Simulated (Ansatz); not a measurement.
Name a neutral molecule of As, O, Si and H with HOMO–LUMO gap (PBE0/def2-TZVPP) between 6.20 and 6.50 eV and HOMO–LUMO gap (ωB97M-V/def2-TZVPP) between 10.10 and 10.40 eV (Ansatz, PBE0-D4/def2-TZVP geometry).

`O[AsH][SiH3]` (6.38 eV, 10.33 eV). Other molecules can fit too; these were computed, each in one conformer that needn't be the lowest.
